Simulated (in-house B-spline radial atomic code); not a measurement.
**Tl⁶⁺: [Xe] 4f14 (5d3/2)4 (5d5/2)2 (5f5/2)1 (an excited or competing configuration)**

Method: Dirac-Hartree-Fock, average of the jj configuration, Fermi nucleus of rms radius 5.4759 fm. Calculated with an all-electron radial atomic-structure program (B-spline basis).

Effective charges: Z_r = [3n² - l(l+1)]/(2<r>) from the radius, Z_e = n√(-2ε) from the energy, and Slater's rules. Values are occupation-weighted means over j. An effective charge above Z reflects the relativistic contraction of the inner shells.

| shell | electrons | ε (eV) | <r> (bohr) | Z_r | Z_e | Slater |
| --- | --- | --- | --- | --- | --- | --- |
| 1s | 2 | -86193 | 0.01632 | 91.91 | 79.59 | 80.70 |
| 2s | 2 | -15570 | 0.06804 | 88.19 | 67.66 | 76.85 |
| 2p | 6 | -13541 | 0.0618 | 80.91 | 63.09 | 76.85 |
| 3s | 2 | -3855.6 | 0.1767 | 76.40 | 50.50 | 69.75 |
| 3p | 6 | -3253.5 | 0.178 | 70.24 | 46.39 | 69.75 |
| 3d | 10 | -2564.4 | 0.1625 | 64.60 | 41.19 | 59.85 |
| 4s | 2 | -968.6 | 0.3914 | 61.33 | 33.75 | 53.25 |
| 4p | 6 | -765.66 | 0.415 | 55.42 | 30.01 | 53.25 |
| 4d | 10 | -507.81 | 0.4388 | 47.86 | 24.44 | 41.85 |
| 5s | 2 | -239.02 | 0.8758 | 42.82 | 20.96 | 23.35 |
| 4f | 14 | -228.26 | 0.4638 | 38.81 | 16.38 | 30.45 |
| 5p | 6 | -178.21 | 0.9807 | 37.22 | 18.10 | 23.35 |
| 5d | 6 | -105.85 | 1.202 | 28.69 | 13.95 | 11.25 |
| 5f | 1 | -47.788 | 2.045 | 15.40 | 9.37 | 7.00 |

The least bound orbital is 5f5/2 at -47.79 eV, and it is also the most diffuse (<r> = 2.045 bohr).

For the 1s electron the small component carries 9.52 % of the norm, the zero-frequency Breit interaction raises the level by 329.5 eV, self-energy by 212.8 eV, and vacuum polarisation lowers it by 44.72 eV.
